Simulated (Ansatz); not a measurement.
`[OH][Cd][O][SiH3]` + H–F → `[OH][Cd][F]` + `O[SiH3]`  (ligand exchange at a Cd–O bond)

Computed with Ansatz on PBE0-D4/def2-TZVP structures; ΔE is electronic, products minus reactants. CCSD(T)/CBS adds triple-zeta CCSD(T) − MP2 to the extrapolated MP2 energy (def2 sets, frozen cores). This one scheme is used for every species. Functionals use def2-TZVPP. Elements past krypton have def2 core potentials. For Cd outer-core shells are correlated without core-valence functions, which leaves a few kJ/mol of doubt a bond. Each species was taken in one conformer, which may not be the lowest.

`[OH][Cd][O][SiH3]`:

Cartesian coordinates in Å:
```
O -2.641 1.982 -1.034
Cd -0.951 1.097 -0.616
O 0.819 0.392 -0.192
Si 1.368 -0.898 0.627
H -3.263 1.396 -1.473
H 0.958 -0.867 2.064
H 0.855 -2.181 0.059
H 2.855 -0.921 0.565
```

H–F:

Cartesian coordinates in Å:
```
F 0.147 -0.356 -0.252
H -0.147 0.356 0.252
```

`[OH][Cd][F]`:

```xyz
4

O    -0.763   -0.979   -0.603
Cd    0.475    0.391    0.031
F     1.763    1.729    0.551
H    -1.474   -1.141    0.022
```

`O[SiH3]`:

```xyz
6

O    -0.541   -0.181   -1.148
Si    0.111    0.214    0.313
H    -0.483   -1.093   -1.431
H    -0.536   -0.535    1.425
H    -0.122    1.667    0.483
H     1.572   -0.072    0.359
```

```csv
level,ΔE (kJ/mol)
revPBE-D4,-12.9
r2SCAN0-D4,-9.1
CAM-B3LYP,-16.6
RPA@PBE/def2-TZVPP,0.6
```

Question: What does CCSD(T)/CBS give? (Estimate.)

Answer: The calculation gave: -4.0 kJ/mol. The listed levels differ from it by -8.9, -5.1, -12.6, 4.6 kJ/mol.

Largest T1 diagnostic among the species: 0.017.

In def2-TZVPP, CCSD(T) changes the Hartree–Fock value by +17.8 kJ/mol (the triples alone add +2.6 kJ/mol) and MP2 by +23.8 kJ/mol. From PBE to PBE0 (25 % exact exchange), in def2-TZVPP and without D4, ΔE moves by +5.0 kJ/mol.
